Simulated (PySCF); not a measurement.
Isomers of C5H8NPSSi, one GFN2-xTB conformer each. Single-point energies are computed at PBE0/pcSseg-1 (PySCF, gas phase, no added dispersion term), electronic only.

```json
{"SMILES": "CSc1ncc([SiH3])cp1", "GFN2-xTB relative energy (kcal/mol)": "0.0"}
{"SMILES": "CSc1ccpc([SiH3])n1", "GFN2-xTB relative energy (kcal/mol)": "0.9"}
```

Conformers: `[CH3:1][S:2][c:3]1[n:4][cH:5][c:6]([SiH3:7])[cH:8][p:9]1` with C1–S2–C3–N4 0°; `[CH3:1][S:2][c:3]1[cH:4][cH:5][p:6][c:7]([SiH3:8])[n:9]1` with C1–S2–C3–C4 180°.

Question: What does PBE0/pcSseg-1 give for the same structures?

Answer: 
```json
{"SMILES": "CSc1ncc([SiH3])cp1", "PBE0/pcSseg-1 E (Eh)": "-1278.34945", "PBE0/pcSseg-1 (kcal/mol)": "0.0", "GFN2-xTB (kcal/mol)": "0.0", "point group": "–"}
{"SMILES": "CSc1ccpc([SiH3])n1", "PBE0/pcSseg-1 E (Eh)": "-1278.34669", "PBE0/pcSseg-1 (kcal/mol)": "1.7", "GFN2-xTB (kcal/mol)": "0.9", "point group": "Cs"}
```

Both levels put the same isomer lowest. Neighbours under 2.5 kcal/mol apart (CSc1ncc([SiH3])cp1 and CSc1ccpc([SiH3])n1) can change places with a better method, another conformer or zero-point energy.

Question: Which frontier levels, dipoles and rotational constants go with these structures?

Answer: 
```json
{"SMILES": "CSc1ncc([SiH3])cp1", "HOMO (eV, PBE0/pcSseg-1)": "-6.39", "LUMO (eV)": "-1.97", "dipole (D)": "1.80", "A, B, C (MHz)": "2391, 548.1, 449.5"}
{"SMILES": "CSc1ccpc([SiH3])n1", "HOMO (eV, PBE0/pcSseg-1)": "-6.42", "LUMO (eV)": "-1.87", "dipole (D)": "0.94", "A, B, C (MHz)": "1436, 768.1, 505.0"}
```
